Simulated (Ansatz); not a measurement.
Potential energy curve for SMILES [F][Ba][F]. The Ba1–F3 bond (Ba1 also carries F; F3 carries nothing else) is pulled apart rigidly from the PBE0/def2-TZVP, def2 effective core potentials past Kr optimised geometry.

Calculation: unrestricted PBE0/def2-TZVP, def2 effective core potentials past Kr run with Ansatz (a first-principles code).

Problem. Relative to R = 2.23 Å, what are the energies at R = 2.37, 2.68, 3.66, 6.42 Å?

Solution. 12.5 kJ/mol at 2.37 Å, 72.8 kJ/mol at 2.68 Å, 270.8 kJ/mol at 3.66 Å, 462.9 kJ/mol at 6.42 Å.

The unrestricted determinant behind UKS-PBE0 is spin-contaminated at 4.64 to 6.42 Å (<S²> up to 0.5, against 0.00 for a pure singlet).
